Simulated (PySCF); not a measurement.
**Computed properties of C₂H₇NOSi₂, SMILES N[Si@]1(O)C=C[SiH2]1**

C2H7NOSi2, SMILES O[Si@]1(N)[SiH2]C=C1. The structure is a stationary point at B3LYP-D3(BJ)/def2-SVP. The structure was generated by enumeration; whether it is a known compound was not checked. Other conformers were not sampled. All values are computed for the isolated molecule unless a solvent is named; none is compared with measurement here.

**Structure.** All 33 harmonic modes at B3LYP-D3(BJ)/def2-SVP (PySCF) are real, so it is a minimum. With heavy atoms numbered as in [NH2:1][Si@:2]1([OH:3])[CH:4]=[CH:5][SiH2:6]1, the shortest bond between them is C4–C5 at 1.360 Å and the longest Si2–Si6 at 2.358 Å.

**Vibrations.** The strongest infrared lines (harmonic, unscaled, degenerate partners summed) lie at 882 cm⁻¹ (319 km/mol, Si 39 %, O 32 %, H 19 %, N 9 %), 153 cm⁻¹ (139 km/mol, H 67 %, N 23 %), 2186 cm⁻¹ (137 km/mol, H 97 %). The softest mode is at 109 cm⁻¹ and the zero-point energy is 56.0 kcal/mol.

**Electronic structure.** PBE0/def2-TZVP (PySCF) places the frontier levels at -6.90 and -0.68 eV, a gap of 6.22 eV, and gives a dipole moment of 1.36 D and a mean polarisability of 84.5 bohr³. PBE/def2-TZVP (PySCF) at the same geometry gives -5.68 and -1.67 eV, so its gap is 2.21 eV narrower. An orbital gap is neither the optical nor the fundamental gap.

**Excitations.** TDDFT-CAM-B3LYP/def2-SVPD (PySCF) has S1 at 5.16 eV (240 nm, f = 0.002, weak); the most intense of the 10 singlets computed lies at 6.72 eV (f = 0.14). T1 (TDA) is at 4.20 eV. TDDFT-PBE/def2-SVPD (PySCF) puts S1 at 4.12 eV. No vertical singlet excitation falls in the visible range (under 3.1 eV).

**NMR.** GIAO shifts at PBE0/pcSseg-1 (PySCF) (non-relativistic, atoms alike by connectivity averaged): ¹³C from 173.4 to 187.4 ppm against TMS; ¹H from 1.3 to 8.2 ppm against TMS; ²⁹Si from -29.3 to 0.3 ppm against TMS.

**Solvation.** SMD-PBE0/6-31G* (PySCF) gives -4.6 kcal/mol in water, -5.0 kcal/mol in chloroform, -5.9 kcal/mol in 1-octanol (1 M in both phases, gas-phase geometry); of these solvents 1-octanol holds the molecule best.
